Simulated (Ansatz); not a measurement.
Coupled-cluster diagnostics for Cd₂O₂⁻, Ansatz.

Geometry of the doublet (PBE0-D4/def2-TZVPD):

Cartesian coordinates in Å:
```
Cd -2.086 0.527 1.753
Cd 0.693 -0.171 -0.549
O -1.165 0.164 -0.162
O 2.558 -0.520 -1.041
```

In the def2 sets Cd takes a core potential; there is no spin–orbit coupling. Correlated methods freeze 2 core orbitals; core or outer-core shells of Cd are correlated, in sets that lack core-valence functions. The structure comes from a short search, and lower isomers may exist.

Geometry of the charge -1 quartet (PBE0-D4/def2-TZVPD):

```csv
atom,x (Å),y (Å),z (Å)
Cd1,2.0646,1.4263,-0.1518
Cd2,-0.6002,-0.0637,0.6259
O3,0.8311,0.0067,-1.0017
O4,-2.2955,-1.3693,0.5277
```

Problem. Estimate the CCSD(T) correlation energy, the shares of MP2 and (T), T1 and the reference's ⟨S²⟩ for: charge -1, doublet, own geometry in def2-SVPD; charge -1, quartet, own geometry in def2-SVPD; and the rough time on 4 threads of Intel Xeon on a shared host.

Solution. 
```tsv
state	basis	correlation (eV)	MP2 share (%)	(T) share (%)	T1	⟨S²⟩ (pure)	wall time	remarks
charge -1, doublet, own geometry	def2-SVPD	-31.665	99.5	3.2	0.025	0.76 (0.75)	3.3 min	–
charge -1, quartet, own geometry	def2-SVPD	-30.717	97.1	3.0	0.038	3.90 (3.75)	3.2 min	spin-contaminated
```
Customary marks for T1 are 0.02 (closed shells), 0.045 (open shells) and about 0.05 (3d metals). T1 exceeds 0.02 in 2 of 2 rows and 0.045 in 0; the higher it lies, the less the single-reference result can be trusted.
